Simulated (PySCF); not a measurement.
Electron correlation in Fe⁺ (iron, charge +1)

[Ar] 3d6 4s1, high-spin 6D determinant. Calculation: PySCF 2.14, in ANO-RCC-VTZP (6s5p3d2f1g, 59 functions); scalar relativity by spin-free X2C-1e. Frozen: [Ne]; 15 electrons correlated.

```csv
level,correlation energy (mhartree)
CCSD,-448.04
(T),-8.42
CCSD(T),-456.46
```

Diagnostics: T1 = 0.0095, D1 = 0.0252, largest double amplitude 0.028.

Q: Is a single reference adequate?

A: Yes: T1 lies below 0.03 and no double amplitude reaches 0.07.
